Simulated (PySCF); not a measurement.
Excitation energy of Ho²⁺ by level of theory

Ho²⁺ [Xe] 4f11 (high-spin determinant) → Ho²⁺ [Xe] 4f10 6s1 (high-spin determinant), as a difference of total energies. All numbers are calculated (PySCF 2.14, scalar relativity by spin-free X2C-1e, in x2c-TZVPPall with one added diffuse shell each of s, p, d, f type (12s8p8d5f2g, 129 functions)). The calculations carry no spin-orbit coupling.

```
method  excitation energy (cm⁻¹)
   LDA                     34512
  PBE0                     25086
r2SCAN                     27850
```

The determinant of the upper state and of the lower state mixes LS terms, which raises its energy above the lowest term, most at the Hartree-Fock and MP2 levels.
